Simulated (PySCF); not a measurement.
Si(Cl)(Me)(SiH3)2 (CH9ClSi3), SMILES C[Si]([SiH3])([SiH3])Cl. Heavy atoms are numbered as in [CH3:1][Si:2]([SiH3:3])([SiH3:4])[Cl:5]. Hydrogens are named by the atom that carries them.

The structure is a stationary point at PBE0-D3(BJ)/def2-SVP.

All values below come from PBE/pcSseg-1 (PySCF).

GIAO shieldings, no solvent; atoms alike by connectivity are averaged. δ = σ(ref) − σ: ¹³C against TMS (σ = 182.0 ppm); ²⁹Si against TMS (σ = 335.4 ppm); ³⁵Cl against HCl (σ = 936.5 ppm); ¹H against TMS (σ = 31.49 ppm), references at their B3LYP-D3(BJ)/def2-TZVP geometries, non-relativistic (without spin–orbit terms, shifts of atoms bonded to Cl or Br come out too high).

```
atoms       nucleus  count     δ (ppm)
----------  -------  -----  ----------
C1 (CH3)        ¹³C      1  (withheld)
Si2            ²⁹Si      1  (withheld)
Si3 (SiH3)     ²⁹Si      2      -103.0
Cl5            ³⁵Cl      1  (withheld)
H on Si3         ¹H      6        3.97
H on C1          ¹H      3        1.09
```

Question: Complete the blanks. (The exact figures need the calculation; the answer reports its results.)

Answer: 
- Si2, δ (ppm): 23.1
- Cl5, δ (ppm): -15.0
- C1 (CH3), δ (ppm): 7.1
